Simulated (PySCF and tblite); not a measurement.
The numbers below are computed, except where a source is named.
C8H10O2, numbered as in [CH3:1][CH:2]([CH3:3])[c:4]1[cH:5][o:6][c:7]([CH:8]=[O:9])[cH:10]1.

Free energies: PBE0-D3(BJ)/def2-SVP on GFN2-xTB structures plus GFN2-xTB thermal terms, symmetry and mirror images included. Conformers within 2.5 kcal/mol (GFN2-xTB free energy) were kept, 4 at most. (PySCF 2.14, tblite 0.8.)

Torsions listed: C1–C2–C4–C5, O6–C7–C8–O9.

```csv
conformer,shape,symmetry,E(GFN2) kcal/mol
1,"119°, 0°",Cs,1.84
2,"-62°, 180°",Cs,0.15
3,"-61°, 0°",Cs,1.90
4,"119°, 180°",Cs,0.00
```

Question: Which of these conformers is the most populated at 298.15 K, and with what share?

Answer: Conformer 4, about 69 %.

Question: Give the DFT energies and free energies relative to the lowest, and all weights.

Answer: 
```json
{"conformer": "1", "shape": "119°, 0°", "E(DFT) kcal/mol": "1.14", "G(298.15 K) kcal/mol": "1.19", "weight %": "9.3"}
{"conformer": "2", "shape": "-62°, 180°", "E(DFT) kcal/mol": "0.95", "G(298.15 K) kcal/mol": "0.75", "weight %": "19.4"}
{"conformer": "3", "shape": "-61°, 0°", "E(DFT) kcal/mol": "2.09", "G(298.15 K) kcal/mol": "2.01", "weight %": "2.3"}
{"conformer": "4", "shape": "119°, 180°", "E(DFT) kcal/mol": "0.00", "G(298.15 K) kcal/mol": "0.00", "weight %": "69.1"}
```

Question: How does its share change from 250 K to 350 K?

Answer: From 76 % to 63 %; the mixing entropy goes from 1.47 to 1.97 cal/(mol K).


Conformer gaps in def2-SVP on xTB geometries can be 2 kcal/mol too large for S=O, P=O and other polar bonds.